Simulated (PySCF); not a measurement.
C4H13BS.
Atom-mapped SMILES: `[CH3:1][BH2-:2][S@@+:3]([CH3:4])[CH2:5][CH3:6]` (hydrogens: H7, H8, H9 on C1; H10, H11 on B2; H12, H13, H14 on C4; H15, H16 on C5; H17, H18, H19 on C6)

Torsions of this conformer, `[CH3:1][BH2-:2][S@@+:3]([CH3:4])[CH2:5][CH3:6]`: C1–B2–S3–C4 71°, B2–S3–C5–C6 -179°.

The closed-shell ground state was solved at several levels (PySCF, density fitting, gas phase, non-relativistic). Geometry: PBE0-D3(BJ)/def2-SVP, one conformer, isolated molecule.

```json
{"level": "wB97X-D/pcSseg-1", "basis functions": "174", "HOMO (eV)": "-9.43", "LUMO (eV)": "2.39", "gap (eV)": "11.82", "dipole (D)": "4.82"}
{"level": "PBE/def2-SVPD", "basis functions": "231", "HOMO (eV)": "-6.23", "LUMO (eV)": "-0.52", "gap (eV)": "5.71", "dipole (D)": "4.52"}
{"level": "PBE0/pcSseg-1", "basis functions": "174", "HOMO (eV)": "-7.53", "LUMO (eV)": "0.60", "gap (eV)": "8.13", "dipole (D)": "4.77"}
{"level": "HF/def2-SVPD", "basis functions": "231", "HOMO (eV)": "-10.57", "LUMO (eV)": "2.21", "gap (eV)": "12.78", "dipole (D)": "4.81"}
{"level": "PBE0/def2-TZVP", "basis functions": "270", "HOMO (eV)": "-7.50", "LUMO (eV)": "0.48", "gap (eV)": "7.98", "dipole (D)": "4.59"}
{"level": "LDA/def2-SVPD", "basis functions": "231", "HOMO (eV)": "-6.27", "LUMO (eV)": "-0.65", "gap (eV)": "5.62", "dipole (D)": "4.48"}
{"level": "PBE0/aug-cc-pVDZ", "basis functions": "259", "HOMO (eV)": "-7.49", "LUMO (eV)": "-0.31", "gap (eV)": "7.18", "dipole (D)": "4.60"}
{"level": "PBE0/def2-SVP", "basis functions": "153", "HOMO (eV)": "-7.41", "LUMO (eV)": "0.93", "gap (eV)": "8.34", "dipole (D)": "4.70"}
{"level": "PBE0/def2-SVPD", "basis functions": "231", "HOMO (eV)": "-7.50", "LUMO (eV)": "0.30", "gap (eV)": "7.80", "dipole (D)": "4.61"}
{"level": "PBE0/6-31+G*", "basis functions": "138", "HOMO (eV)": "-7.50", "LUMO (eV)": "0.01", "gap (eV)": "7.51", "dipole (D)": "4.70"}
```

**Question.** What might PBE0/6-31G* (114 basis functions) give for the same quantities?

**Answer.** HOMO -7.33 eV, LUMO 0.92 eV, gap 8.25 eV, dipole 4.62 D.

**Question.** Over all these levels, which gives the widest orbital gap and which the narrowest?

**Answer.** HF/def2-SVPD (Hartree–Fock, all exact exchange) has the widest, 12.78 eV, and LDA/def2-SVPD (LDA) the narrowest, 5.62 eV. The two share the basis. From the narrowest to the widest the HOMO moves by -4.30 eV and the LUMO by +2.86 eV.

**Question.** How much does the basis alone move the frontier levels among the 7 PBE0 rows (the withheld one included)?

**Answer.** The HOMO by 0.20 eV and the LUMO by 1.24 eV. By rising basis size (HOMO, LUMO in eV): 6-31G* -7.33, 0.92; 6-31+G* -7.50, 0.01; def2-SVP -7.41, 0.93; pcSseg-1 -7.53, 0.60; def2-SVPD -7.50, 0.30; aug-cc-pVDZ -7.49, -0.31; def2-TZVP -7.50, 0.48.

**Question.** In the def2-SVPD basis, how does the gap go with the fixed share of exact exchange?

**Answer.** LDA (0 %) 5.62 eV; PBE (0 %) 5.71 eV; PBE0 (25 %) 7.80 eV; HF (100 %) 12.78 eV. Each rise in the share widens the gap here.

**Question.** How far do the dipole and the HOMO energy spread over the levels?

**Answer.** The dipole runs from 4.48 to 4.82 D (mean 4.66 D) and the HOMO from -10.57 to -6.23 eV.
